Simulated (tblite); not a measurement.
C₇H₇ (charge +1).
Geometry (GFN2-xTB, Å), atoms numbered from 1 in this order:
```xyz
14
C7H7 angstrom
C      3.2019    0.2416   -0.0360
C      2.0508   -0.0620    0.1593
C      0.7456   -0.4031    0.4405
C     -0.1193   -1.4885    0.3433
C     -1.2417   -0.9475    1.1694
C     -0.5206    0.2147    0.5595
C     -1.0799    1.3783   -0.1177
H      4.2059    0.5006   -0.2223
H     -0.1295   -2.3037   -0.3606
H     -1.1182   -1.0673    2.2414
H     -2.2669   -1.1444    0.8633
H     -2.0138    1.1317   -0.6247
H     -0.3782    1.8371   -0.8109
H     -1.3368    2.1120    0.6533
```

Computed with GFN2-xTB (tblite): harmonic, unscaled wavenumbers at the GFN2-xTB geometry, gas phase. This tight-binding method is rough: wavenumbers can miss measured ones by several per cent, in bad cases by 10 to 20. One conformer, not necessarily the lowest.

Harmonic wavenumbers (cm⁻¹): 102.8, 119.2, 158.6, 238.4, 299.9, 380.5, 468.1, 492.1, 593.5, 681.3, 693.0, 745.5, 768.5, 873.6, 933.5, 968.4, 982.5, 1041.2, 1068.0, 1095.6, 1139.4, 1255.6, 1349.0, 1360.4, 1397.0, 1426.5, 1439.6, 1635.6, 2213.0, 2962.2, 3009.5, 3031.1, 3035.9, 3051.2, 3097.2, 3349.7.

A = 5307, B = 2029, C = 1562 MHz; mass 91.055 u (most abundant isotopes); point group C1, symmetry number 1.

Q: What is the zero-point energy?

A: Half the sum of the wavenumbers: 23729 cm⁻¹ = 67.84 kcal/mol.

Q: Give the ideal-gas entropy at 273.15 K and 1 bar in the rigid-rotor, harmonic-oscillator model (classical rotation).

A: Translation 39.03, rotation 27.09, vibration 15.47: S = 81.6 cal/(mol K).

Q: And Cp and H(273.15 K) − H(0)?

A: Cp = 27.28 cal/(mol K), of which vibrations give 19.33 (their classical limit is 36 R = 71.5); H(273.15 K) − H(0) = 4.63 kcal/mol without the zero-point energy, 2.45 from vibrations.

Q: What must be added to the electronic energy to get the Gibbs energy at 273.15 K and 1 bar?

A: ZPE + [H(273.15 K) − H(0)] − T·S = 67.84 + 4.63 − 22.29 = 50.18 kcal/mol.

Q: Which modes carry the vibrational entropy at 273.15 K?

A: 102.8 cm⁻¹: 3.23; 119.2 cm⁻¹: 2.94; 158.6 cm⁻¹: 2.40; 238.4 cm⁻¹: 1.66; 299.9 cm⁻¹: 1.27; 380.5 cm⁻¹: 0.91 cal/(mol K); the other 30 give 3.06 together.

Q: How do the functions run with temperature in this model?

A: 
```tsv
T (K)	S (cal/(mol K))	Cp (cal/(mol K))	H − H(0) (kcal/mol)	G − H(0) (kcal/mol)	ln q(vib)
100	61.9	14.3	1.05	-5.14	0.62
200	74.0	21.6	2.84	-11.97	2.08
300	84.2	29.4	5.39	-19.89	3.71
500	102.6	42.7	12.67	-38.61	7.17
800	125.5	55.0	27.48	-72.95	12.32
1000	138.4	60.3	39.04	-99.37	15.54
```

q(vib) and H(0) count from the zero-point level.

Hindered rotation and anharmonicity are outside this model. Other conformers, if any are populated, would add a mixing term that is left out. The structure is chiral; the term R ln 2 for an equal mix with its mirror image is left out.
